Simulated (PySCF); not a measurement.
## Shapes and spin states of PtS₂⁻

All numbers come from B3LYP/[Pt def2-SVPD with ECP60, S def2-SVPD], scalar-relativistic core potentials, density fitting, no spin–orbit coupling, PySCF.

Relaxations began from a few typed shapes and spin states; open shells are unrestricted. The search is not exhaustive: other isomers or separated fragments can lie lower, and high-lying points may rest on an excited occupation.

```json
{"spin": "doublet", "group": "C2v", "bonds": "Pt–S 2.156 Å (×2)", "angles": "S–Pt–S 154.9°", "imaginary modes (cm⁻¹)": "none", "ΔE (kJ/mol)": "0.0", "ΔE with ZPE (kJ/mol)": "0.0"}
{"spin": "doublet", "group": "D∞h", "bonds": "Pt–S 2.162 Å (×2)", "angles": "S–Pt–S 180.0°", "imaginary modes (cm⁻¹)": "45i", "ΔE (kJ/mol)": "1.7", "ΔE with ZPE (kJ/mol)": "–"}
{"spin": "quartet", "group": "C2v", "bonds": "Pt–S 2.222 Å (×2)", "angles": "S–Pt–S 150.1°", "imaginary modes (cm⁻¹)": "none", "ΔE (kJ/mol)": "49.3", "ΔE with ZPE (kJ/mol)": "48.6"}
{"spin": "quartet", "group": "D∞h", "bonds": "Pt–S 2.254 Å (×2)", "angles": "S–Pt–S 180.0°", "imaginary modes (cm⁻¹)": "237i, 140i", "ΔE (kJ/mol)": "70.1", "ΔE with ZPE (kJ/mol)": "–"}
{"spin": "doublet", "group": "Cs", "bonds": "Pt–S 2.151 Å, S–S 2.033 Å", "angles": "Pt–S–S 116.2°", "imaginary modes (cm⁻¹)": "none", "ΔE (kJ/mol)": "92.8", "ΔE with ZPE (kJ/mol)": "93.6"}
{"spin": "doublet", "group": "Cs", "bonds": "Pt–S 2.225 Å, Pt–S 2.753 Å, S–S 2.127 Å", "angles": "Pt–S–S 52.4°, Pt–S–S 78.4°, S–Pt–S 49.2°", "imaginary modes (cm⁻¹)": "none", "ΔE (kJ/mol)": "151.7", "ΔE with ZPE (kJ/mol)": "151.4"}
{"spin": "doublet", "group": "C2v", "bonds": "Pt–S 2.333 Å (×2), S–S 2.287 Å", "angles": "Pt–S–S 60.7° (×2), S–Pt–S 58.7°", "imaginary modes (cm⁻¹)": "67i", "ΔE (kJ/mol)": "160.5", "ΔE with ZPE (kJ/mol)": "–"}
{"spin": "quartet", "group": "C2v", "bonds": "Pt–S 2.441 Å (×2), S–S 2.072 Å", "angles": "Pt–S–S 64.9° (×2), S–Pt–S 50.2°", "imaginary modes (cm⁻¹)": "none", "ΔE (kJ/mol)": "191.7", "ΔE with ZPE (kJ/mol)": "190.8"}
```

The lowest minimum found is the doublet C2v: Pt–S 2.156 Å (×2); S–Pt–S 154.9°.

Formally Pt is in oxidation state +3, d7, with 1 unpaired electron (the high-spin count would be 3). The Mulliken spin on Pt is 0.33, so most of the spin sits on the ligands and the formal count fails. The polar-tensor charge on Pt, 0.35, is far below the formal one.

For the lowest minimum: open d and f shells are described by one determinant, and the ground state may have another occupation or spin. The lowest empty level of this anion is unbound, so it and the gap depend on the basis. No spin–orbit coupling is included, which matters more the heavier the element.

The electron or spin density has lower symmetry than the nuclear frame for the doublet D∞h at 1.7 kJ/mol, quartet D∞h at 70.1 kJ/mol.
